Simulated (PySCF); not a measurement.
The first ionisation energy along the 5p block

All values are computed (PySCF 2.14, energy differences of UHF-based or UKS calculations, no spin-orbit coupling). Values in eV. The last column holds reference values (NIST; (s) semi-empirical, (t) theoretical, else measured). Unmarked ones compare directly (S terms, centres of terms, or small fine structure); those marked * lie between the lowest fine-structure levels and include a spin-orbit shift.

| element | configurations | UHF | MP2 (valence) | CCSD (valence) | LDA | PBE | r2SCAN | reference |
| --- | --- | --- | --- | --- | --- | --- | --- | --- |
| In (x2c-QZVPPall, spin-free X2C) | [Kr] 4d10 5s2 5p1 → [Kr] 4d10 5s2 | 5.219 | 5.420 | 5.468 | 5.726 | 5.599 | 5.721 | 5.603 |
| Sn (x2c-QZVPPall, spin-free X2C) | [Kr] 4d10 5s2 5p2 → [Kr] 4d10 5s2 5p1 | 6.850 | 7.174 | 7.198 | 7.423 | 7.268 | 7.409 | 7.389 |
| Sb (x2c-QZVPPall, spin-free X2C) | [Kr] 4d10 5s2 5p3 → [Kr] 4d10 5s2 5p2 | 8.572 | 9.010 | 8.988 | 9.127 | 8.965 | 9.163 | 9.124 |
| Te (x2c-QZVPPall, spin-free X2C) | [Kr] 4d10 5s2 5p4 → [Kr] 4d10 5s2 5p3 | 7.732 | 8.440 | 8.571 | 9.015 | 8.739 | 8.748 | 8.749 |
| I (x2c-QZVPPall, spin-free X2C) | [Kr] 4d10 5s2 5p5 → [Kr] 4d10 5s2 5p4 | 9.541 | 10.375 | 10.410 | 10.804 | 10.513 | 10.537 | 10.519 |
| Xe (x2c-QZVPPall, spin-free X2C) | [Xe] → [Kr] 4d10 5s2 5p5 | 11.450 | 12.379 | 12.307 | 12.625 | 12.330 | 12.416 | 12.565 |

| method | elements | mean error (eV) | mean absolute error (eV) | largest error (eV) |
| --- | --- | --- | --- | --- |
| UHF | 6 | -0.764 | 0.764 | -1.116 |
| MP2 (valence) | 6 | -0.192 | 0.192 | -0.309 |
| CCSD (valence) | 6 | -0.168 | 0.168 | -0.258 |
| LDA | 6 | 0.129 | 0.129 | 0.286 |
| PBE | 6 | -0.089 | 0.089 | -0.236 |
| r2SCAN | 6 | 0.007 | 0.057 | -0.149 |

Errors include the incompleteness of the basis and the frozen core.

"Valence" correlates the outer s and p shells and, in groups 3 to 12 and the f block, the outer d or f shell, open or full, or the next shell where the ion has no valence electron left; the wider scheme adds the next inner shell.
